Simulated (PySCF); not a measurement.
# Diatomic cations of Br with the fifth-period p block

HF with triple-zeta basis sets in PySCF, for the lowest determinant that a PBE0 search found; no spin–orbit coupling. De refers to high-spin ground-configuration atoms (the charge goes to the atom of lower measured ionisation energy or higher electron affinity, which is not always the lowest computed limit). A positive dipole points towards Br; it is taken about the centre of mass and depends on that origin.

| M | basis | reference | charged atom | state (unpaired electrons) | Re (Å) | ωe (cm⁻¹) | De (eV) | μ (D) |
| --- | --- | --- | --- | --- | --- | --- | --- | --- |
| In | def2-TZVPPD | UHF | In+ | doublet (σ ↑) | 2.449 | 217 | 0.06 | -4.90 |
| Sn | def2-TZVPPD | RHF | Sn+ | singlet (closed shell) | 2.403 | 307 | 2.49 | -4.31 |
| Sb | def2-TZVPPD | UHF | Sb+ | doublet (π ↑) | 2.379 | 324 | 1.78 | -3.31 |

The shortest bond is that of SbBr⁺ (2.379 Å), the longest that of InBr⁺ (2.449 Å). SnBr⁺ is bound most strongly (2.49 eV) and InBr⁺ least (0.06 eV).

The state changes along the series, so neighbouring rows are not always alike in their bonding.

Spin–orbit coupling is left out, which matters for elements this heavy, above all for dissociation energies. For an ion De counts to the pair picked by the measured ionisation energies or electron affinities, which need not be the lowest pair at this level. Where the molecule has an RHF reference, its open-shell atoms are computed with UHF. Hartree–Fock leaves out correlation, which carries a large part of most bond energies and some tenths to 1 eV of ionisation energies. States were picked by a PBE0 search and need not be the measured ground states.
